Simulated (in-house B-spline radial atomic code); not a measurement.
# RPA correlation on TPSS: Rb

Configuration [Kr] 5s1, highest spin, mean-field start TPSS. Computed with an all-electron radial atomic-structure program (B-spline basis): all electrons, non-relativistic, point nucleus, each spin shell either full or empty, empty states to l = 9 with an (l + 1/2)⁻⁴ tail; G0W0 by contour deformation at full frequency.

Without relativity these are model numbers: it shifts the levels of so heavy an element strongly and can reorder them.

The highest G0W0 level has too low a weight to be given.

Command:
```bash
python run_gw.py task.json out
```
Settings (radii: box in bohr, nucleus in fm):
```
Z                        37
electrons                37
configuration            [Kr] 5s1
hamiltonian              nr
method                   tpss,tpss
lmax                     9
spin_polarised           True
box_radius               40
intervals                56
ion_configuration        [Ar] 3d10 4s2 4p6
```

Cost of the run: 8.9 s on 1 thread of Arm Neoverse N1, with other jobs on the host.

Energies (hartree):

```json
{"term": "mean-field total", "value": "-2940.01497"}
{"term": "Hartree-Fock functional on these orbitals", "value": "-2938.33878"}
{"term": "direct second order", "value": "-3.0664"}
{"term": "second-order exchange", "value": "0.89001"}
{"term": "SOSEX correction", "value": "0.81288"}
```

Problem. What is the RPA correlation energy, and what remains with SOSEX?

Solution. RPA gives -2.651 hartree (-1.95 eV per electron); RPA + SOSEX gives -1.8381, and the second-order doubles -2.1764 hartree (no singles). RPA lacks exchange-type terms and so overcorrelates at short range.

Problem. What does it cost to remove one electron (to [Ar] 3d10 4s2 4p6) by differences of total energies, each species on its own start (correlation terms add to the Hartree-Fock functional)?

Solution. TPSS 4.015 eV, Hartree-Fock functional 3.724 eV, + RPA 4.526 eV, + RPA + SOSEX 4.040 eV, + second order 4.328 eV. Tabulated: 4.177 eV (NIST, measured); the calculation leaves out relativity, Breit and QED terms, and what these don't explain is the method's own error.
